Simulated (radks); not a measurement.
Values are calculated unless marked as measured or tabulated.
Numerical settings for neutral ytterbium, [Xe] 4f14 6s2. Code: a radial shooting solver on a logarithmic mesh with Libxc functionals. Model: Dirac Kohn-Sham, PBE, spin-unpolarised, spherical densities, point nucleus. The defaults (mesh step 0.008 in ln r, mesh end at 40 bohr or more with all orbitals vanishing there, Anderson mixing 0.5 over 9 steps, residual threshold near 1e-9 with the energy settled to 1e-9 hartree or 1e-11 of itself, here a cap of 79 iterations) give E = -14075.9597 hartree and 4f7/2 at -2.443 eV in 25 iterations. Times are rough (one thread of a shared host). Changes against that run (0 stands for a change within the tolerance of the run):

setting                    iterations         converged  E (mhartree)  e(4f7/2) (meV)  CPU (s)
mesh step in ln r 0.012            25               yes             0               0     0.15
mesh step in ln r 0.003            25               yes             0               0     0.59
mesh step in ln r 0.03             25               yes      -0.00113               0     0.07
mesh end (bohr) 2                  15  level above zero      +1.8e+04       +6.08e+04     0.11
mesh end (bohr) 5                  17  level above zero          +248       +3.82e+03     0.13
residual threshold 1e-16           79                no             0               0     0.39
residual threshold 1e-05           21               yes             0          +0.298     0.21
mixing 0.01                        79                no           +42       -5.77e+03     0.84
linear mixing, mixing 0.5          79                no     +2.07e+04       -1.42e+05      1.1
linear mixing, mixing 1            79                no     +3.06e+05       -1.49e+06      2.9
mixing history 3                   22               yes             0               0     0.17
iteration cap 3                     3                no         +74.5            +782     0.04

Settled on a wrong energy, with an occupied level pushed above zero by the early mesh end: mesh end (bohr) 2 (+18 hartree); mesh end (bohr) 5 (+0.248 hartree). Apart from these: no run marked as converged misses the energy by more than 1 mhartree. A mesh that ends early acts as a hard wall.
